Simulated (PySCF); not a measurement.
A drawn structure before and after optimisation.

Drawn as `[BH2:1][PH:2][SiH2:3][CH2:4][SiH2:5][NH2:6]`. Drawn bonds (atoms from 1): B1–P2, P2–Si3, Si3–C4, C4–Si5, Si5–N6, B1–H7, B1–H8, P2–H9, Si3–H10, Si3–H11, C4–H12, C4–H13, Si5–H14, Si5–H15, N6–H16, N6–H17.

Start geometry (GFN2-xTB, Å):

```
atom  x, y, z in Å
B1     2.100    1.403    0.217
P2     2.121   -0.333    0.763
Si3    0.848   -1.561   -0.608
C4    -0.760   -0.731   -1.191
Si5   -1.937   -0.114    0.177
N6    -1.258    1.363    0.732
H7     2.378    1.634   -0.896
H8     1.972    2.278    0.986
H9     1.379   -0.341    1.926
H10    0.567   -2.777    0.164
H11    1.730   -1.873   -1.742
H12   -0.512    0.118   -1.828
H13   -1.299   -1.439   -1.820
H14   -3.247    0.244   -0.372
H15   -2.104   -1.180    1.181
H16   -1.727    1.887    1.452
H17   -0.257    1.432    0.848
```

Computed with PySCF, PBE0-D3(BJ)/def2-SVP geometry optimisation, gas phase.

Here a drawn bond counts as lost beyond 1.3 times the sum of covalent radii plus 0.1 Å; another pair counts as a new contact within 1.08 times that sum, or 1.2 times among H, C, N, O, F, S and Cl. Covalent radii used (Å): B 0.84, C 0.73, H 0.31, N 0.71, P 1.07, Si 1.11.

Question: Which drawn bonds are lost at the end of the optimisation, and which new contacts are there?

Answer: No drawn bond is lost. New contacts (start → end): B1–N6 (3.40 → 1.64 Å).

End geometry:
```
atom  x, y, z in Å
B1     1.070    1.302    0.498
P2     2.243   -0.199   -0.039
Si3    0.653   -1.645   -0.689
C4    -0.760   -0.594   -1.405
Si5   -1.555    0.430   -0.079
N6    -0.316    0.817    1.221
H7     0.723    1.905   -0.512
H8     1.671    2.025    1.274
H9     2.469   -0.839    1.222
H10    0.056   -2.427    0.452
H11    1.090   -2.648   -1.708
H12   -0.344    0.067   -2.183
H13   -1.528   -1.235   -1.870
H14   -2.056    1.770   -0.484
H15   -2.640   -0.323    0.622
H16   -0.655    1.579    1.813
H17   -0.128    0.032    1.849
```

Question: How much did the energy fall, and did the run converge?

Answer: By 30.5 kcal/mol over 45 gradient evaluations. The run converged. Properties computed at the end geometry shouldn't be filed under the drawn structure. Nor does the run disprove the drawing: a local optimiser ends where its start leads it, and a better start may keep the drawn bonds and even end lower.

Question: How does each drawn bond change?

Answer: 
| drawn bond | start (Å) | end (Å) |
| --- | --- | --- |
| B1–P2 | 1.820 | 1.979 |
| P2–Si3 | 2.238 | 2.245 |
| Si3–C4 | 1.901 | 1.902 |
| C4–Si5 | 1.907 | 1.854 |
| Si5–N6 | 1.718 | 1.837 |
| B1–H7 | 1.171 | 1.227 |
| B1–H8 | 1.171 | 1.220 |
| P2–H9 | 1.379 | 1.432 |
| Si3–H10 | 1.468 | 1.507 |
| Si3–H11 | 1.470 | 1.495 |
| C4–H12 | 1.091 | 1.102 |
| C4–H13 | 1.089 | 1.103 |
| Si5–H14 | 1.465 | 1.487 |
| Si5–H15 | 1.474 | 1.495 |
| N6–H16 | 1.007 | 1.023 |
| N6–H17 | 1.010 | 1.023 |

The run took 8.4 min on Arm Neoverse V1, one thread, no GPU, shared host.
